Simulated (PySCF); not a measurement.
Start geometry of `F[Si]1(O[SiH3])CCCC1` from GFN2-xTB (Å):
```
atom  x, y, z in Å
F1     0.9002    0.3079   -2.1988
Si2    0.4595    0.0758   -0.6540
O3     1.8283   -0.0367    0.1817
Si4    3.4496    0.0133    0.3396
C5    -0.7347   -1.3811   -0.4739
C6    -2.1012   -0.6930   -0.3668
C7    -1.9422    0.5685    0.4829
C8    -0.7739    1.3918   -0.0759
H9     3.8794    1.3794    0.0530
H10    3.6450   -0.3658    1.7359
H11    4.0233   -0.9467   -0.5986
H12   -0.5365   -1.9495    0.4346
H13   -0.7204   -2.0852   -1.3032
H14   -2.8538   -1.3577    0.0615
H15   -2.4343   -0.4054   -1.3664
H16   -2.8676    1.1472    0.4976
H17   -1.7130    0.2732    1.5090
H18   -0.4003    2.0871    0.6724
H19   -1.1171    1.9860   -0.9229
```

**Question.** What comes out of this run: PBE0-D3(BJ)/def2-SVP geometry optimisation, gas phase in PySCF?

**Answer.** 
```
atom  x, y, z in Å
F1     0.8865    0.3868   -2.4782
Si2    0.3444    0.1509   -0.9578
O3     1.6841    0.0148   -0.0084
Si4    3.3408    0.0852    0.0634
C5    -0.8267   -1.3010   -0.8278
C6    -2.1983   -0.6095   -0.7450
C7    -2.0573    0.6773    0.0834
C8    -0.8604    1.4889   -0.4450
H9     3.8207    1.4630   -0.2555
H10    3.7538   -0.2728    1.4500
H11    3.9495   -0.8797   -0.8996
H12   -0.6048   -1.8357    0.1122
H13   -0.7531   -2.0316   -1.6464
H14   -2.9719   -1.2710   -0.3236
H15   -2.5362   -0.3436   -1.7625
H16   -2.9908    1.2620    0.0710
H17   -1.8758    0.4027    1.1376
H18   -0.4612    2.2035    0.2892
H19   -1.1460    2.0651   -1.3420
```

The energy falls by 0.177 eV over 8 energy and gradient evaluations, the largest force component goes from 0.0309 to 3.4e-04 Eh/bohr, and the atoms move by 0.071 Å rms after alignment. The bond that changes most is Si2–O3 (fluorine-bound silicon to siloxane oxygen), which lengthens by 0.040 Å. Bonds longer at the end by more than 0.005 Å: 15 of 19; shorter: 2. Among the angles that change most is Si2–O3–Si4, from 153.5° to 146.4°. Rotational constants go from 2718, 811.6, 779.0 to 2731, 807.9, 779.7 MHz. The orientation of the end geometry is arbitrary; only internal coordinates are fixed.

The run used 175 basis functions and 50 SCF cycles in all.

Not checked by PBE0-D3(BJ)/def2-SVP frequencies. The numbers are those of one conformer.
